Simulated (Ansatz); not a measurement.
Mulliken charges of FH3NSSi (`N[SiH](F)[S]`) radical from PBE/def2-TZVPP in Ansatz (PBE0-D4/def2-TZVP geometry).

```
atom   x (Å)   y (Å)   z (Å)  charge (e)
  N1  -0.932  -0.467  -0.129      -0.343
 Si2   0.601   0.185   0.167       0.580
  F3   0.686   1.173   1.419      -0.267
  S4   1.059   1.337  -1.538      -0.225
  H5  -1.701   0.066  -0.498       0.172
  H6  -1.164  -1.426   0.066       0.170
  H7   1.513  -0.937   0.467      -0.087
```

By hand: the dipole of these point charges (1 e Å = 4.8032 D).

Σ q r = (-0.375, -0.496, -0.007) e Å, of length 0.622 e Å = 2.99 D.

How does the dipole of the full density compare? (Estimate.)

The calculation gave: (-0.440, -0.433, -0.010) e Å, 2.97 D; the point charges give 1.01 times that, at 8° from its direction.

Point charges leave out the atoms' own dipoles, such as those of lone pairs, and Mulliken's split depends on the basis, so the close match here is no proof of good charges.
